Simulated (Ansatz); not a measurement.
`C[Si](Cl)(Cl)[GeH3]` → `[CH2]` (triplet) + `Cl[SiH](Cl)[GeH3]` at 500 K and 1 bar (formal loss of a carbene).

Calculated with Ansatz (gas phase, PBE0-D4/def2-TZVP geometries, no zero-point term in ΔE). CCSD(T)/CBS is the MP2 limit (def2-TZVPP, def2-QZVPP) plus CCSD(T) − MP2 in def2-TZVPP, frozen cores. This one scheme is used for every species. Triplets are unrestricted, without spin–orbit coupling. For Ge outer-core shells are correlated without core-valence functions, which leaves a few kJ/mol of doubt a bond. Scalar relativity is left out up to krypton.

| species | CCSD(T)/CBS energy (Eh) | H − E (kJ/mol) | S (J/(mol·K)) |
| --- | --- | --- | --- |
| `C[Si](Cl)(Cl)[GeH3]` | -3326.53256 | 226.1 | 482.3 |
| `[CH2]` (triplet) | -39.09499 | 62.7 | 213.9 |
| `Cl[SiH](Cl)[GeH3]` | -3287.25008 | 139.5 | 430.0 |

H − E and S are ideal-gas, rigid-rotor, harmonic terms from PBE0-D4/def2-TZVP, with the whole ground term of open shells counted as degenerate. 1 Eh = 2625.50 kJ/mol, R = 8.31446 J/(mol·K).

Question: By hand: ΔE, ΔH, ΔS and ΔG.

Answer: ΔE = (-39.09499) + (-3287.25008) − (-3326.53256) = 0.18749 Eh = 492.3 kJ/mol. Δ(H − E) = 62.7 + 139.5 − 226.1 = -23.9, so ΔH = 468.4 kJ/mol. ΔS = 213.9 + 430.0 − 482.3 = 161.6 J/(mol·K). ΔG = 468.4 − 500 × (161.6)/1000 = 387.6 kJ/mol.

Question: By hand: the equilibrium constant, and the temperature at which ΔG would vanish if ΔH and ΔS stayed fixed.

Answer: log₁₀ K = −ΔG/(RT ln 10) = -40.5. ΔG = 0 at ΔH/ΔS = 2899 K, far beyond where these terms or the molecules hold.

The number of gas molecules changes by +1, which sets the sign of ΔS. A doubt of 5 kJ/mol in ΔE shifts log₁₀ K by 0.5 here. A triplet takes part, so the spin changes. These are equilibria of isolated gas molecules and say nothing of rates. Largest T1 diagnostic: 0.011 (customary marks: 0.02 for closed shells, 0.045 for open ones).
